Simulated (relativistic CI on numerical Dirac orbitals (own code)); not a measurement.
## Radial parameters of Br⁺

These numbers are calculated, not measured: Dirac-Coulomb-Breit CI, orbitals from a KLI potential per configuration, model QED, valence Slater integrals scaled by 0.85, P86 correlation energy added to each configuration (own radial code, finite nucleus).

Slater integrals F^k, G^k are unscaled and averaged over j, outside the closed core [Ar] 3d10; ζ comes from projecting the Hamiltonian with its Breit term on Σ l·s of the shell.

- 4s²4p⁴: F^2(4p,4p) = 52316, ζ(4p) = 2846.8 cm⁻¹; <r>(4p) = 1.978, <r^2>(4p) = 4.522 (bohr units).
- 4s²4p³5s: F^2(4p,4p) = 54715, ζ(4p) = 3176.9, G^1(4p,5s) = 4719.6 cm⁻¹; <r>(4p) = 1.901, <r^2>(4p) = 4.164, <r>(5s) = 4.523, <r^2>(5s) = 23.01 (bohr units).
- 4s4p⁵: G^1(4s,4p) = 72147, ζ(4p) = 2849.7 cm⁻¹; <r>(4s) = 1.636, <r^2>(4s) = 3.056, <r>(4p) = 1.966, <r^2>(4p) = 4.471 (bohr units).

In this model ζ of a weakly bound d, f or g electron outside closed shells comes out too small, for d by up to a factor of two or three and at times with the wrong sign; that of an outer p electron is too small as well.

For a near-neutral ion this model can misplace configurations by up to about 10,000 cm⁻¹ (more where the count of f electrons changes) and terms by 10 to 25 % of their spread. Rates follow the energies as ν³ (E1, M1) or ν⁵ (E2), so they and the lifetimes can be off by large factors. The fine structure of a lone outer electron comes out too small, for d and f at times inverted, and misplaced configurations move strength between like terms. 25 of the 28 excited levels that our extract of the measured tables holds in this range could be paired (the sources list more); they are missed by 4054 cm⁻¹ on average and 5885 at most, and levels without a partner can miss by more.

Averages of the first 10 configurations, taken without configuration mixing, which lowers the lowest level and can move excited configurations by several eV; other configurations of the list can lie among them:

```json
{"Configuration": "4s²4p⁴", "Parity": "even", "States": "15", "Average energy above the lowest level (eV)": "1.6"}
{"Configuration": "4s²4p³5s", "Parity": "odd", "States": "40", "Average energy above the lowest level (eV)": "14.7"}
{"Configuration": "4s4p⁵", "Parity": "odd", "States": "12", "Average energy above the lowest level (eV)": "16.7"}
{"Configuration": "4s²4p³4d", "Parity": "odd", "States": "200", "Average energy above the lowest level (eV)": "16.5"}
{"Configuration": "4s²4p³5p", "Parity": "even", "States": "120", "Average energy above the lowest level (eV)": "17.2"}
{"Configuration": "4p⁶", "Parity": "even", "States": "1", "Average energy above the lowest level (eV)": "34.5"}
{"Configuration": "4s²4p³6s", "Parity": "odd", "States": "40", "Average energy above the lowest level (eV)": "19.7"}
{"Configuration": "4s4p⁴4d", "Parity": "even", "States": "300", "Average energy above the lowest level (eV)": "31.1"}
{"Configuration": "4s²4p³5d", "Parity": "odd", "States": "200", "Average energy above the lowest level (eV)": "20.3"}
{"Configuration": "4s²4p³6p", "Parity": "even", "States": "120", "Average energy above the lowest level (eV)": "20.6"}
```
